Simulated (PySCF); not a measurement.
Isomers of C9H7F3, one GFN2-xTB conformer each. Single-point energies are computed at PBE0/pcSseg-1 (PySCF, gas phase, no added dispersion term), electronic only.

Question: Rank them by PBE0/pcSseg-1 energy, lowest first (kJ/mol).
A. `[CH2:1]=[CH:2]/[CH:3]=[C:4]1\[CH:5]=[C:6]([C:7]([F:8])([F:9])[F:10])[C:11]1=[CH2:12]` with C1–C2–C3–C4 180°
B. `[CH2:1]=[C:2]([c:3]1[cH:4][cH:5][cH:6][cH:7][cH:8]1)[C:9]([F:10])([F:11])[F:12]` with C1–C2–C3–C4 -37° (alpha-(trifluoromethyl)styrene)
C. `C=C1C=CC=CC(C(F)(F)F)=C1`
D. `[CH3:1][c:2]1[cH:3][cH:4][cH:5][c:6]([C:7]([F:8])=[C:9]([F:10])[F:11])[cH:12]1` with C5–C6–C7–F8 -1°
E. `[CH2:1]=[C:2]([F:3])/[CH:4]=[C:5]1/[C:6](=[CH2:7])[C:8]([F:9])=[C:10]1[CH2:11][F:12]` with C1–C2–C4–C5 180°, C8–C10–C11–F12 0°

Answer: B (0.0), D (73.0), C (113.2), A (252.4), E (311.1).

As drawn, the lowest has an aromatic ring and two fluorines on one carbon, which the highest lacks; the highest has a four-membered ring, which the lowest lacks. GFN2-xTB itself gives, in the same order: 0.0, 13.6, 108.2, 240.6, 242.9. Both levels put the same isomer lowest; measured from each level's own lowest isomer, the values differ by up to 68.2 kJ/mol (C=C(F)/C=C1/C(=C)C(F)=C1CF: 242.9 against 311.1).

Which frontier levels, dipoles and rotational constants go with these structures?

```
                    SMILES  HOMO (eV, PBE0/pcSseg-1)  LUMO (eV)  dipole (D)       A, B, C (MHz)
     C=C(c1ccccc1)C(F)(F)F                     -7.24      -1.41        2.56  1999, 623.8, 537.5
     Cc1cccc(C(F)=C(F)F)c1                     -6.69      -1.19        2.43  1700, 593.7, 441.3
  C=C1C=CC=CC(C(F)(F)F)=C1                     -6.11      -2.26        2.79  1588, 673.8, 517.5
C=C/C=C1\C=C(C(F)(F)F)C1=C                     -6.78      -1.97        2.88  2168, 440.8, 391.2
C=C(F)/C=C1/C(=C)C(F)=C1CF                     -6.60      -1.49        2.87  1269, 671.6, 440.4
```

As an exercise, what shares would exp(−E/RT) give at 2000 K from these electronic energies alone (no entropy, no degeneracies)?

RT = 16.629 kJ/mol: C=C(c1ccccc1)C(F)(F)F 98.7 %, Cc1cccc(C(F)=C(F)F)c1 1.2 %, C=C1C=CC=CC(C(F)(F)F)=C1 0.1 %, C=C/C=C1\C=C(C(F)(F)F)C1=C under 0.1 %, C=C(F)/C=C1/C(=C)C(F)=C1CF under 0.1 %.
